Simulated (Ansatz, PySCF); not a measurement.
Potential energy curve for SMILES F[Te](F)(F)(F)(F)F (F₆Te). The Te1–F7 bond (Te1 also carries F, F, F, F, F; F7 carries nothing else) is varied alone, starting from the PBE0/def2-TZVP, def2 effective core potentials past Kr optimised geometry.

UHF/3-21G = unrestricted Hartree-Fock/3-21G run with PySCF 2.14.0; RKS-PBE = restricted PBE/def2-TZVP, def2 effective core potentials past Kr (Ansatz, a quantum-chemistry and plane-wave program); RKS-B3LYP = restricted B3LYP/def2-TZVP, def2 effective core potentials past Kr in Ansatz; UKS-PBE0 = unrestricted PBE0/def2-TZVP, def2 effective core potentials past Kr (Ansatz).

Energies relative to the lowest point of each curve near equilibrium, in eV:

```json
[
 {"R / Å": "1.50", "UHF/3-21G": "4.353", "RKS-PBE": "3.726", "RKS-B3LYP": "3.522"},
 {"R / Å": "1.63", "UHF/3-21G": "1.227", "RKS-PBE": "1.172", "RKS-B3LYP": "1.038"},
 {"R / Å": "1.79", "UHF/3-21G": "0.035", "RKS-PBE": "0.090", "RKS-B3LYP": "0.050"},
 {"R / Å": "1.83", "UHF/3-21G": "0.000", "RKS-PBE": "0.019", "RKS-B3LYP": "0.002"},
 {"R / Å": "1.86", "UHF/3-21G": "0.020", "RKS-PBE": "0.000", "RKS-B3LYP": "0.000"},
 {"R / Å": "1.95", "UHF/3-21G": "0.259", "RKS-PBE": "0.076", "RKS-B3LYP": "0.126"},
 {"R / Å": "2.05", "UHF/3-21G": "0.733", "RKS-PBE": "0.317", "RKS-B3LYP": "0.419"},
 {"R / Å": "2.44", "UHF/3-21G": "2.562", "RKS-PBE": "1.739", "RKS-B3LYP": "2.018"},
 {"R / Å": "2.65", "UHF/3-21G": "2.838", "RKS-PBE": "2.465", "RKS-B3LYP": "2.825"},
 {"R / Å": "2.99", "UHF/3-21G": "2.949", "RKS-PBE": "3.394", "RKS-B3LYP": "3.869"},
 {"R / Å": "3.38", "UHF/3-21G": "2.929", "RKS-PBE": "4.106", "RKS-B3LYP": "4.692"},
 {"R / Å": "5.27", "UHF/3-21G": "3.037", "RKS-PBE": "5.128", "RKS-B3LYP": "5.982"}
]
```

### Question
What does UKS-PBE0 give at the same points?

### Answer
1.50: 3.323; 1.63: 0.924; 1.79: 0.027; 1.83: 0.000; 1.86: 0.013; 1.95: 0.183; 2.05: 0.519; 2.44: 2.251; 2.65: 3.069; 2.99: 3.788; 3.38: 4.138; 5.27: 4.314 (eV).

The unrestricted determinant behind UHF/3-21G is spin-contaminated at 2.23 to 5.27 Å (<S²> up to 1.0, against 0.00 for a pure singlet). The restricted form behind RKS-PBE, RKS-B3LYP keeps the bonding electrons paired and can't separate into open-shell fragments. The unrestricted determinant behind UKS-PBE0 is spin-contaminated at 2.65 to 5.27 Å (<S²> up to 1.0, against 0.00 for a pure singlet).
